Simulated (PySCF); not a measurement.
## SnP: frontier orbitals

B3LYP at R = 2.358 Å; Sn cc-pVDZ-PP with ECP28, P cc-pV(D+d)Z; scalar-relativistic core potentials (PySCF 2.14). State: ²Π (doublet), unpaired electrons π ↑. Only the outer orbitals are listed, counted within each symmetry, core potentials removing the inner ones.

| spin | orbital | occ. | ε (eV) | on Sn (%) | main shells (%) |
| --- | --- | --- | --- | --- | --- |
| α | 7σ | 1 | -15.86 | 24 | 73 P s, 19 Sn s |
| α | 8σ | 1 | -11.15 | 70 | 68 Sn s, 20 P s, 10 P p |
| α | 4π | 1 | -6.77 | 26 | 74 P p, 24 Sn p |
| α | 9σ | 1 | -6.30 | 46 | 52 P p, 36 Sn p, 9 Sn s |
| α | 4π | 1 | -6.06 | 31 | 68 P p, 30 Sn p |
| α | 5π | 0 | -2.71 | 76 | 75 Sn p, 24 P p |
| α | 5π | 0 | -2.27 | 70 | 70 Sn p, 29 P p |
| α | 10σ | 0 | 0.66 | 81 | 76 Sn p, 25 P p |
| β | 7σ | 1 | -15.08 | 30 | 67 P s, 25 Sn s |
| β | 8σ | 1 | -10.87 | 66 | 63 Sn s, 25 P s, 9 P p |
| β | 9σ | 1 | -6.11 | 46 | 51 P p, 38 Sn p |
| β | 4π | 1 | -5.78 | 40 | 59 P p, 39 Sn p |
| β | 4π | 0 | -4.32 | 52 | 51 Sn p, 48 P p |
| β | 5π | 0 | -2.17 | 62 | 61 Sn p, 38 P p |
| β | 5π | 0 | -1.87 | 50 | 50 P p, 49 Sn p |

Problem. Which are the highest filled and the lowest empty level, where do they sit, and how wide is the gap?

Solution. Highest filled β 4π at -5.78 eV (in %: 59 P p, 39 Sn p); lowest empty β 4π at -4.32 eV (in %: 51 Sn p, 48 P p); the gap at B3LYP is 1.46 eV. Both belong to one degenerate shell, split only by its one-sided filling, so this is no excitation gap.

```json
{
  "bond order (Mayer)": "2.23",
  "⟨S²⟩": "0.760",
  "charge on Sn (Mulliken, basis-dependent)": "0.22",
  "charge on Sn (Löwdin, basis-dependent)": "0.19",
  "dipole moment (positive dipole means Sn(−)P(+))": "-1.97 D",
  "polarisability along the bond": "99.7 bohr³",
  "polarisability across the bond": "42.3 bohr³"
}
```

Spin–orbit coupling is left out. The state is the lowest determinant that a PBE0 search found; another state may lie lower at other levels.
